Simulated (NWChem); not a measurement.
System: ethyl methyl carbonate (C4H8O3); SMILES CCOC(=O)OC

Here is an NWChem input.

```
start job
memory heap 200 mb stack 900 mb global 1100 mb
geometry units angstroms
  C     -3.073129    -0.399834    -0.054113
  C     -1.807840     0.352914     0.309996
  O     -0.689764    -0.390434    -0.186898
  C      0.505592     0.138749     0.051262
  O      0.713912     1.164629     0.635455
  O      1.441886    -0.659353    -0.466845
  C      2.782374    -0.220258    -0.289396
  H     -3.058843    -1.390696     0.390693
  H     -3.938489     0.144428     0.312398
  H     -3.147197    -0.505305    -1.132700
  H     -1.794977     1.353455    -0.136263
  H     -1.706152     0.463348     1.395244
  H      3.405832    -0.973568    -0.763376
  H      2.931189     0.753436    -0.760206
  H      3.020110    -0.137626     0.772945
end
basis spherical
  * library def2-svp
end
dft
  xc pbe0
  iterations 150
end
driver
  maxiter 120
end
task dft optimize
task dft freq
```

Output (shortened):

```
             Northwest Computational Chemistry Package (NWChem) 7.3.0
             --------------------------------------------------------

 CS  symmetry detected

                             Geometry "geometry" -> ""
                             -------------------------

 Output coordinates in angstroms (scale by  1.889725989 to convert to a.u.)

  No.       Tag          Charge          X              Y              Z
 ---- ---------------- ---------- -------------- -------------- --------------
    1 C                    6.0000    -0.43385979     3.03078281     0.00000000
    2 C                    6.0000     0.42597185     1.78144269     0.00000000
    3 O                    8.0000    -0.44302341     0.64372081     0.00000000
    4 C                    6.0000     0.15883461    -0.54093007     0.00000000
    5 O                    8.0000     1.34341055    -0.72501780     0.00000000
    6 O                    8.0000    -0.77191628    -1.49787881     0.00000000
    7 C                    6.0000    -0.27542094    -2.83005486     0.00000000
    8 H                    1.0000    -1.06751352     3.04759100     0.88210684
    9 H                    1.0000     0.20278408     3.91060322     0.00000000
   10 H                    1.0000    -1.06751352     3.04759100    -0.88210684
   11 H                    1.0000     1.06782992     1.73737694    -0.88680523
   12 H                    1.0000     1.06782992     1.73737694     0.88680523
   13 H                    1.0000    -1.15177182    -3.47258268     0.00000000
   14 H                    1.0000     0.33371685    -3.01099674    -0.88775706
   15 H                    1.0000     0.33371685    -3.01099674     0.88775706

 Effective nuclear repulsion energy (a.u.)     320.9312046751

      Symmetry information
      --------------------

 Group name             Cs
 Group number              2
 Group order               2
 No. of unique centers    12

                                Z-matrix (autoz)
                                --------

 Units are Angstrom for bonds and degrees for angles

[...]

      ----------------------
      Optimization converged
      ----------------------

  Step       Energy      Delta E   Gmax     Grms     Xrms     Xmax
  ---- ---------------- -------- -------- -------- -------- --------
@    4    -382.22018746 -1.6D-06  0.00012  0.00004  0.00081  0.00170
                                     ok       ok       ok       ok

                                Z-matrix (autoz)
                                --------

 Units are Angstrom for bonds and degrees for angles

[...]

 Rotational Constants
 --------------------
 A=   0.288080 cm-1  (  0.414474 K)
 B=   0.045418 cm-1  (  0.065345 K)
 C=   0.040126 cm-1  (  0.057731 K)

 Temperature                      =   298.15K
 frequency scaling parameter      =   1.0000

 Zero-Point correction to Energy  =   78.149 kcal/mol  (  0.124539 au)
 Thermal correction to Energy     =   83.293 kcal/mol  (  0.132736 au)
 Thermal correction to Enthalpy   =   83.885 kcal/mol  (  0.133680 au)

 Total Entropy                    =   89.287 cal/mol-K
   - Translational                =   39.818 cal/mol-K (mol. weight = 104.0473)
   - Rotational                   =   27.509 cal/mol-K (symmetry #  =        1)
   - Vibrational                  =   21.959 cal/mol-K

 Cv (constant volume heat capacity) =   26.846 cal/mol-K
   - Translational                  =    2.979 cal/mol-K
   - Rotational                     =    2.979 cal/mol-K
   - Vibrational                    =   20.887 cal/mol-K

[normal modes left out]

 ----------------------------------------------------------------------------
 Normal Eigenvalue ||           Projected Infra Red Intensities
  Mode   [cm**-1]  || [atomic units] [(debye/angs)**2] [(KM/mol)] [arbitrary]
 ------ ---------- || -------------- ----------------- ---------- -----------
    1       -0.000 ||    0.000017           0.000         0.016       0.004
    2       -0.000 ||    0.000122           0.003         0.119       0.029
    3       -0.000 ||    0.000002           0.000         0.002       0.001
    4       -0.000 ||    0.000009           0.000         0.009       0.002
    5        0.000 ||    0.000000           0.000         0.000       0.000
    6        0.000 ||    0.000022           0.001         0.021       0.005
    7       48.325 ||    0.000032           0.001         0.031       0.008
    8      108.407 ||    0.000384           0.009         0.374       0.092
    9      113.067 ||    0.007480           0.173         7.292       1.789
   10      166.738 ||    0.003251           0.075         3.169       0.777
   11      192.041 ||    0.000887           0.020         0.865       0.212
   12      271.063 ||    0.000257           0.006         0.250       0.061
   13      319.071 ||    0.014514           0.335        14.149       3.471
   14      377.173 ||    0.014063           0.324        13.709       3.363
   15      522.625 ||    0.002708           0.062         2.639       0.647
   16      740.237 ||    0.000261           0.006         0.255       0.063
   17      800.359 ||    0.017543           0.405        17.102       4.195
   18      818.867 ||    0.015006           0.346        14.629       3.589
   19      918.263 ||    0.005871           0.135         5.723       1.404
   20     1003.562 ||    0.026055           0.601        25.400       6.231
   21     1090.172 ||    0.088456           2.041        86.231      21.154
   22     1145.564 ||    0.008759           0.202         8.539       2.095
   23     1174.606 ||    0.004072           0.094         3.969       0.974
   24     1180.055 ||    0.001628           0.038         1.587       0.389
   25     1194.116 ||    0.012962           0.299        12.636       3.100
   26     1243.414 ||    0.001579           0.036         1.539       0.378
   27     1296.563 ||    0.001376           0.032         1.342       0.329
   28     1351.984 ||    0.524798          12.108       511.599     125.503
   29     1390.647 ||    0.361427           8.338       352.337      86.433
   30     1431.733 ||    0.019328           0.446        18.842       4.622
   31     1454.489 ||    0.008286           0.191         8.078       1.982
   32     1458.346 ||    0.009775           0.226         9.530       2.338
   33     1470.881 ||    0.117882           2.720       114.917      28.191
   34     1473.730 ||    0.004478           0.103         4.366       1.071
   35     1487.556 ||    0.084775           1.956        82.643      20.273
   36     1508.400 ||    0.070243           1.621        68.477      16.798
   37     1890.278 ||    0.328774           7.585       320.505      78.625
   38     3067.138 ||    0.033088           0.763        32.256       7.913
   39     3070.411 ||    0.011995           0.277        11.693       2.869
   40     3073.200 ||    0.015563           0.359        15.171       3.722
   41     3126.865 ||    0.011885           0.274        11.587       2.842
   42     3162.377 ||    0.014832           0.342        14.459       3.547
   43     3172.801 ||    0.016620           0.383        16.202       3.975
   44     3173.222 ||    0.011223           0.259        10.940       2.684
   45     3204.016 ||    0.009415           0.217         9.178       2.252
 ----------------------------------------------------------------------------
```

Level: PBE0/def2-SVP.
